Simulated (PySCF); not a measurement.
# Correlation energy of F(2+) (fluorine, charge +2)

Starting occupation: [He] 2s2 2p3, 2p1/2 with m_j = -1/2, +1/2, 2p3/2 with m_j = +3/2. Computed with PySCF 2.14 in x2c-TZVPPall-2c (5s3p2d1f, 31 functions), with X2C-1e with screened-nucleus spin-orbit coupling, Gaussian nucleus. Frozen: 1s2; 5 electrons correlated.

MP2 pair energies summed by pair of shells (mhartree):

```
 pair  energy  share (%)
2p-2s  -64.66       66.6
2p-2p  -23.04       23.7
2s-2s   -9.45        9.7
```

Total MP2 correlation energy: -97.14 mhartree.

The GHF reference relaxed away from the jj start to a determinant that is no pure jj level (⟨S²⟩ = 3.75, ⟨J²⟩ = 3.75); the energies belong to that determinant.
